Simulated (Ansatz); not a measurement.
`[ZnH][O][GeH3]` and `[OH][GeH3]` differ in one atom or group.

Ansatz, PBE0-D4/def2-TZVP geometries, multiplicity 1. 

Scalar relativity is left out up to krypton.

```tsv
property	`[ZnH][O][GeH3]`
size of the dipole moment (PBE/def2-TZVPP) / D	0.82
HOMO–LUMO gap (PBE/def2-TZVPP) / eV	5.20
HOMO–LUMO gap (B3LYP/def2-TZVPP) / eV	6.97
LUMO energy (ωB97M-V/def2-TZVPP) / eV	0.98
HOMO–LUMO gap (PBE0/def2-TZVPP) / eV	7.48
HOMO energy (PBE/def2-TZVPP) / eV	-6.53
```

Question: What does the change do to each property? (Estimate.)

Answer: Ansatz gave: 
```csv
property,`[OH][GeH3]`,shift
size of the dipole moment (PBE/def2-TZVPP) / D,1.34,0.52
HOMO–LUMO gap (PBE/def2-TZVPP) / eV,6.05,0.85
HOMO–LUMO gap (B3LYP/def2-TZVPP) / eV,7.99,1.02
LUMO energy (ωB97M-V/def2-TZVPP) / eV,1.82,0.84
HOMO–LUMO gap (PBE0/def2-TZVPP) / eV,8.54,1.06
HOMO energy (PBE/def2-TZVPP) / eV,-6.82,-0.29
```

With PBE0 the HOMO falls by 0.47 eV and the LUMO rises by 0.59 eV, so the gap widens by about 1.06 eV. PBE moves the HOMO by -0.29 eV and ωB97M-V by -0.49 eV. Dipoles are sizes alone; their direction can turn.

B3LYP here is the variant with VWN-RPA as its local correlation; programs differ in this.
